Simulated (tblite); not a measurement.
`O=C1C=C([SiH2]F)C(=O)O1`. Computed geometry: GFN2-xTB, gas phase.

```
atom  x, y, z in Å
O1     3.1809   -0.9451    0.2817
C2     2.1246   -0.4455    0.0599
C3     0.7641   -0.8536    0.4995
C4    -0.1248    0.0120    0.0044
Si5   -1.9992    0.1426    0.1292
F6    -2.4173   -1.1120    1.0438
C7     0.6479    1.0148   -0.7763
O8     0.2314    1.9569   -1.3767
O9     1.9747    0.6896   -0.7061
H10    0.5992   -1.7172    1.1151
H11   -2.3733    1.3332    0.8696
H12   -2.6070   -0.0765   -1.1701
```

Question: What is the longest distance between nuclei?

Answer: O1···H11 and O1···H12, 6.032 Å down to 6.030 Å.

Question: Where is the centre of mass (commonest isotopes), and what is the radius of gyration?

Answer: Mass 145.984 u; centre at (0.143, 0.043, -0.049) Å; Rg = √(Σ m r²/M) = 2.241 Å. As Ia + Ib + Ic = 2 Σ m r², the three principal moments sum to 1466.9 u·Å².

Question: Work out the bond lengths O1=C2, C3=C4, C3–H10, C4–Si5, Si5–F6, Si5–H11, Si5–H12 in Å.

Answer: For O1=C2 the difference vector is (-1.0563, 0.4996, -0.2218) Å, of length 1.1894 Å. O1=C2 1.189; C3=C4 1.336; C3–H10 1.073; C4–Si5 1.883; Si5–F6 1.608; Si5–H11 1.451; Si5–H12 1.451 Å.

Question: What are the angles C3–C2–O9, O1–C2–O9, C3–C4–C7, C3–C4–Si5, Si5–C4–C7, F6–Si5–H11, C4–Si5–F6, C4–Si5–H11?

Answer: From the scalar product of the two bond vectors; for C3–C2–O9 it is -0.5960 Å² over 1.4869 × 1.3776 Å², cos θ = -0.2910. C3–C2–O9 106.9°; O1–C2–O9 123.1°; C3–C4–C7 106.6°; C3–C4–Si5 133.1°; Si5–C4–C7 120.3°; F6–Si5–H11 106.4°; C4–Si5–F6 104.0°; C4–Si5–H11 110.3°.

Question: How far apart are these pairs, which share no bond: C2···F6, C2···H11, F6···H11, O8···H12?

Answer: C2···F6 4.695 Å (4 bonds apart); C2···H11 4.904 Å (4 bonds apart); F6···H11 2.452 Å (2 bonds apart); O8···H12 3.498 Å (4 bonds apart).

Question: Give the dihedral angles C2–C3–C4–C7, C3–C2–O9–C7, O8–C7–O9–C2, O9–C2–C3–C4, Si5–C4–C7–O9.

Answer: C2–C3–C4–C7 0° (synperiplanar); C3–C2–O9–C7 0° (synperiplanar); O8–C7–O9–C2 180° (antiperiplanar); O9–C2–C3–C4 0° (synperiplanar); Si5–C4–C7–O9 180° (antiperiplanar). Dihedral signs follow IUPAC: positive where, seen along the central bond, the front bond turns clockwise onto the rear one.

Question: How far are the heavy atoms from their best plane (unweighted least squares)?

Answer: 0.001 Å rms; none is more than 0.001 Å off.

Question: What is the repulsion energy of the bare nuclei, Σ ZA·ZB/RAB?

Answer: 501.08 Eh over 66 pairs, with full nuclear charges and distances in bohr; the largest single term is 41.47 Eh (Si5 with F6).

Question: Write the matrix of distances between heavy atoms (Å, lower triangle).

Answer: 
```
O1    0.000
C2    1.189  0.000
C3    2.428  1.487  0.000
C4    3.453  2.296  1.336  0.000
Si5   5.295  4.166  2.961  1.883  0.000
F6    5.652  4.695  3.238  2.757  1.608  0.000
C7    3.373  2.239  2.265  1.487  2.930  4.151  0.000
O8    4.458  3.379  3.421  2.412  3.246  4.722  1.192  0.000
O9    2.259  1.378  2.302  2.318  4.097  5.059  1.368  2.257  0.000
```

The point group is Cs within 0.08 Å; differences among equivalent distances and angles are scatter left by the optimiser. Its GFN2-xTB frequencies are all real (lowest 38 cm⁻¹). The numbers are those of one conformer.
